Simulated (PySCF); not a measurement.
SMILES [CH3][Al]([CH3])[CH2][Ge]([Cl])([Cl])[Cl] (GFN2-xTB optimised geometry):

```
16

Ge    -0.996    -2.361     0.853
Cl    -0.308    -0.629     2.117
Cl     0.196    -3.975     1.579
Cl    -2.995    -2.673     1.526
C     -0.608    -1.463    -0.868
Al     0.041     0.342     0.000
C     -1.503     1.593     0.000
C      2.027     0.342     0.000
H     -1.522    -1.461    -1.467
H      0.120    -2.071    -1.409
H     -1.596     2.137    -0.945
H     -1.424     2.361     0.779
H     -2.466     1.092     0.162
H      2.438     0.708    -0.946
H      2.445     0.993     0.777
H      2.466    -0.650     0.163
```

Level of theory: PBE0/def2-TZVP in PySCF.

Question: What are the frontier orbital energies and the dipole moment?

Answer: HOMO-2 -9.27 eV, HOMO-1 -7.79 eV, HOMO -7.65 eV, LUMO -1.67 eV, LUMO+1 -0.64 eV; dipole moment 1.18 D.

On the same geometry PySCF with PBE/def2-TZVP gives HOMO-2 -7.93 eV, HOMO-1 -6.52 eV, HOMO -6.46 eV, LUMO -2.61 eV, LUMO+1 -1.47 eV; dipole moment 1.14 D.

Meta-Löwdin charges at PBE0/def2-TZVP: Ge1 0.90, Cl2 -0.20, Cl3 -0.26, Cl4 -0.26, C5 -0.66, Al6 0.74, C7 -0.65, C8 -0.65, H9 0.15, H10 0.15, H11 0.12, H12 0.12, H13 0.13, H14 0.12, H15 0.12, H16 0.13.
